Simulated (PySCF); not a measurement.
C₅H₄F₂O, SMILES C=C=C1CC(F)(F)O1. Atoms are numbered in the order given.

```xyz
12

C      3.4359    -0.1093     0.0000
C      2.1205    -0.0348     0.0000
C      0.8118     0.0794     0.0000
C     -0.2246     1.1864     0.0000
C     -1.2029     0.0007     0.0000
F     -1.9929    -0.1348    -1.0860
F     -1.9929    -0.1348     1.0860
O     -0.1588    -0.9550     0.0000
H      4.0171    -0.1453     0.9402
H      4.0171    -0.1453    -0.9402
H     -0.2677     1.8111     0.9117
H     -0.2677     1.8111    -0.9117
```
Charge 0, spin multiplicity 1.

The structure is a stationary point at PBE-D3(BJ)/def2-SVP. This is a generated structure with no PubChem entry under its InChIKey; it may be hypothetical.

Level of theory: PBE-D3(BJ)/def2-SVP run with PySCF.

Frequencies are harmonic and unscaled.

| mode | ν (cm⁻¹) | IR (km/mol) | moving atoms (share of kinetic energy) |
|---|---|---|---|
| 1 | 62 | 0.0 | F 41 %, C 29 %, O 20 %, H 9 % |
| 2 | 149 | 0.4 | C 63 %, H 16 %, O 11 %, F 10 % |
| 3 | 222 | 6.6 | C 65 %, H 26 % |
| 4 | 314 | 1.2 | F 46 %, H 22 %, C 20 %, O 11 % |
| 5 | 407 | 8.8 | F 62 %, C 33 % |
| 6 | 408 | 0.1 | C 69 %, H 25 % |
| 7 | 464 | 7.3 | C 56 %, O 20 %, F 18 % |
| 8 | 492 | 0.1 | F 42 %, O 25 %, H 25 % |
| 9 | 591 | 0.5 | C 66 %, H 17 %, F 15 % |
| 10 | 607 | 0.4 | H 83 %, C 8 % |
| 11 | 626 | 4.3 | F 41 %, C 35 %, O 20 % |
| 12 | 784 | 3.2 | F 40 %, O 30 %, C 23 % |
| 13 | 868 | 21.4 | H 46 %, C 35 %, F 18 % |
| 14 | 877 | 34.9 | H 74 %, C 26 % |
| 15 | 945 | 41.6 | C 49 %, O 39 %, H 9 % |
| 16 | 969 | 0.4 | H 68 %, C 32 % |
| 17 | 991 | 344.5 | C 73 %, O 24 % |
| 18 | 1021 | 19.2 | H 77 %, C 19 % |
| 19 | 1111 | 118.7 | H 56 %, C 37 % |
| 20 | 1174 | 96.2 | C 76 %, O 17 % |
| 21 | 1238 | 197.9 | C 70 %, H 16 %, F 13 % |
| 22 | 1265 | 281.2 | C 67 %, H 27 % |
| 23 | 1309 | 54.5 | H 55 %, C 41 % |
| 24 | 1380 | 62.8 | H 81 %, C 18 % |
| 25 | 1460 | 5.1 | C 68 %, H 31 % |
| 26 | 2058 | 23.3 | C 99 % |
| 27 | 3030 | 1.4 | H 95 % |
| 28 | 3031 | 14.5 | H 95 % |
| 29 | 3103 | 0.1 | H 90 %, C 10 % |
| 30 | 3110 | 1.6 | H 89 %, C 11 % |
